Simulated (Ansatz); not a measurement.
Mulliken charges of BBrFH3Si, SMILES `B[SiH](F)Br` from ωB97M-V/def2-TZVPP in Ansatz (PBE0-D4/def2-TZVP geometry).

```json
{"atom": "B1", "x (Å)": "-0.192", "y (Å)": "0.793", "z (Å)": "0.791", "charge (e)": "-0.260"}
{"atom": "Si2", "x (Å)": "0.485", "y (Å)": "-0.344", "z (Å)": "-0.643", "charge (e)": "0.482"}
{"atom": "F3", "x (Å)": "0.278", "y (Å)": "0.053", "z (Å)": "-2.170", "charge (e)": "-0.291"}
{"atom": "Br4", "x (Å)": "-1.301", "y (Å)": "-1.522", "z (Å)": "0.105", "charge (e)": "-0.149"}
{"atom": "H5", "x (Å)": "0.170", "y (Å)": "0.588", "z (Å)": "1.909", "charge (e)": "0.117"}
{"atom": "H6", "x (Å)": "-1.052", "y (Å)": "1.583", "z (Å)": "0.554", "charge (e)": "0.118"}
{"atom": "H7", "x (Å)": "1.674", "y (Å)": "-1.220", "z (Å)": "-0.592", "charge (e)": "-0.017"}
```

Task: By hand: the dipole of these point charges (1 e Å = 4.8032 D).

Result: Σ q r = (0.264, 0.116, 0.399) e Å, of length 0.492 e Å = 2.36 D.

Task: How does the dipole of the full density compare? (Best estimate.)

Result: Computed: (0.261, 0.044, 0.099) e Å, 1.36 D; the point charges give 1.74 times that, at 35° from its direction.

Point charges leave out the atoms' own dipoles, such as those of lone pairs, and Mulliken's split depends on the basis, so the two needn't agree.
